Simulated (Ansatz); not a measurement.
Coupled-cluster diagnostics for In₄Sb₄H₁₄, a cluster cut from wurtzite InSb (hydrogen-capped), Ansatz.

Geometry of the singlet (r2SCAN-D4/def2-SVP):

Cartesian coordinates in Å:
```
In 1.1376 2.9103 0.9491
Sb 2.7201 0.4454 0.5008
In -2.4402 -0.1432 2.1670
Sb -1.3685 1.7153 0.2827
Sb -0.4668 -2.2723 1.5734
In 1.6364 -2.0543 -0.3388
In -1.8045 1.1300 -2.4776
Sb 0.1052 -1.1340 -2.5606
H 1.2912 3.1335 2.6526
H 1.6981 3.9340 -0.3212
H 3.6840 0.0360 1.8443
H 4.0307 0.6945 -0.5584
H -2.0222 0.2942 3.7825
H -3.9092 -0.8399 1.5909
H -2.4242 3.0394 0.5013
H 0.3189 -2.8399 2.9742
H -1.2040 -3.7610 1.1967
H 2.7021 -3.3910 -0.5596
H -1.0315 2.2917 -3.4918
H -3.3169 0.3357 -2.7171
H 1.2578 -0.9690 -3.8040
H -0.5942 -2.5555 -3.1867
```

In the def2 sets In, Sb take a core potential; there is no spin–orbit coupling. Correlated methods freeze 32 core orbitals; core or outer-core shells of In, Sb are correlated, in sets that lack core-valence functions.

Estimate the CCSD(T) correlation energy, the shares of MP2 and (T), T1 and the reference's ⟨S²⟩ for: charge 0, singlet, own geometry in def2-SVP; and the rough time on 2 threads of AMD EPYC 7R13 on a shared host and a share (18 GiB) of an NVIDIA H100 80GB HBM3.


```csv
state,basis,correlation (eV),MP2 share (%),(T) share (%),T1,⟨S²⟩ (pure),wall time
"charge 0, singlet, own geometry",def2-SVP,-28.817,84.7,3.5,0.010,0.00 (0.00),27 s
```
Customary marks for T1 are 0.02 (closed shells), 0.045 (open shells) and about 0.05 (3d metals). T1 stays under 0.02 throughout.
